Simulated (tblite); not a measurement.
Compound: C5H7FN (doublet state).
Numbering: `[CH2:1]=[CH:2]/[CH:3]=[N:4]/[C:5]([CH3:6])[F:7]` (hydrogens: H8, H9 on C1; H10 on C2; H11 on C3; H12, H13, H14 on C6)

Computed geometry: GFN2-xTB, gas phase. This method treats the open shell by occupation alone, without spin polarisation.

List the bond lengths, angles and torsions at this level.

```tsv
bond	length (bohr)	order
C1=C2	2.554	double
C2–C3	2.650	single
C3=N4	2.527	double
N4–C5	2.396	single
C5–C6	2.798	single
C5–F7	2.601	single
C1–H8	2.031	single
C1–H9	2.035	single
C2–H10	2.043	single
C3–H11	2.058	single
C6–H12, C6–H13, C6–H14	2.057	single
```

Bonds in one row agree within 0.02 bohr and their mean is given. Orders are formal, as drawn. A selection of angles:
```tsv
angle	degrees
C2–C1–H8	121.7
C2–C1–H9	121.2
H8–C1–H9	117.1
C1–C2–C3	123.7
C1–C2–H10	120.3
C3–C2–H10	115.9
C2–C3–N4	119.3
C2–C3–H11	119.6
N4–C3–H11	121.1
C3–N4–C5	125.3
N4–C5–C6	124.3
N4–C5–F7	121.9
C6–C5–F7	113.8
C5–C6–H12	109.9
H12–C6–H13	109.6
H13–C6–H14	107.6
```

Dihedral angles: C1–C2–C3–N4 180° (antiperiplanar); C2–C3–N4–C5 180° (antiperiplanar); C3–N4–C5–C6 180° (antiperiplanar).

C3 (carbon bonded to C, N and H) is planar (angles 121.1°, 119.6° and 119.3°, sum 360.0°, 0.00 Å off the plane of its three neighbours). C1 (carbon bonded to C and 2 H) is planar (angles 121.7°, 121.2° and 117.1°, sum 360.0°, 0.00 Å off the plane of its three neighbours). Of the pairs four or more bonds apart, F7···H11 is among the closest relative to their van der Waals radii: 2.51 Å, 94 % of the sum of Bondi's values. The 7 heavy atoms lie in one plane (0.000 Å rms). C5 (carbon bonded to C, F and N) is planar (angles 124.3°, 121.9° and 113.8°, sum 360.0°, 0.00 Å off the plane of its three neighbours). The C–C distances run from 1.351 Å (C1=C2, drawn double in a drawing that doesn't fit all lengths) to 1.481 Å (C5–C6, drawn single in a drawing that doesn't fit all lengths), a spread of 0.130 Å. The C–N distances run from 1.268 Å (N4–C5, drawn single in a drawing that doesn't fit all lengths) to 1.337 Å (C3=N4, drawn double in a drawing that doesn't fit all lengths), a spread of 0.069 Å.

Point group: Cs (every atom within 0.08 Å of its image). GFN2-xTB frequencies show an imaginary mode (109i cm⁻¹), so the point is no minimum at that level.

Time: 0.15 s. Hardware: one thread, Arm Neoverse V2 (aarch64), no GPU, shared host. This is the geometry optimisation.

One conformer stands for the species.
